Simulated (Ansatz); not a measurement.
`CO[Si](C)(N)F` → `CF` + `CO[Si]N`  (silylene formation by 1,1-elimination)

Computed with Ansatz on PBE0-D4/def2-TZVP structures; ΔE is electronic, products minus reactants. CCSD(T)/CBS adds triple-zeta CCSD(T) − MP2 to the extrapolated MP2 energy (def2 sets, frozen cores). This one scheme is used for every species. Functionals use def2-TZVPP. Each species was taken in one conformer, which may not be the lowest.

`CO[Si](C)(N)F`:

```xyz
14

C    -0.592   -0.736    2.026
O    -0.402   -0.905    0.639
Si    0.426    0.116   -0.323
C     0.297   -0.582   -2.027
N    -0.091    1.721   -0.086
F     1.972    0.163    0.096
H    -0.728    0.318    2.288
H    -1.485   -1.292    2.321
H     0.264   -1.129    2.582
H     0.647   -1.616   -2.050
H     0.894    0.003   -2.729
H    -0.740   -0.570   -2.371
H     0.566    2.483   -0.089
H    -1.029    2.026   -0.279
```

`CF`:

```xyz
5

C    -0.045   -0.039    0.012
F     0.975    0.841   -0.269
H    -0.668    0.378    0.807
H     0.383   -0.990    0.337
H    -0.645   -0.190   -0.888
```

`CO[Si]N`:

```xyz
9

C    -1.607   -0.562    0.166
O    -0.270   -0.142    0.293
Si    0.632    0.388   -0.997
N     2.070    0.711   -0.141
H    -1.699   -1.599    0.497
H    -1.965   -0.495   -0.869
H    -2.248    0.062    0.795
H     2.896    1.065   -0.595
H     2.191    0.572    0.852
```

| level | ΔE (kJ/mol) |
| --- | --- |
| PBE-D4 | 368.1 |
| ωB97M-V | 386.1 |
| MP2/def2-TZVPP | 408.4 |
| HF/CBS(def2) | 387.2 |

**Question.** What does CCSD(T)/CBS give? (An estimate is asked.)

**Answer.** The calculation gave: +396.2 kJ/mol. The listed levels differ from it by -28.1, -10.1, 12.2, -9.0 kJ/mol.

Largest T1 diagnostic among the species: 0.013.

From PBE to PBE0 (25 % exact exchange), in def2-TZVPP and without D4, ΔE moves by +24.4 kJ/mol. The D4 term adds +16.5 kJ/mol with B3LYP and +9.2 kJ/mol with PBE0; it sums over pairs of atoms, weighted by their polarisabilities, and B3LYP, whose exchange is more repulsive, gets the larger term.

B3LYP here is the variant with VWN-RPA as its local correlation; programs differ in this.
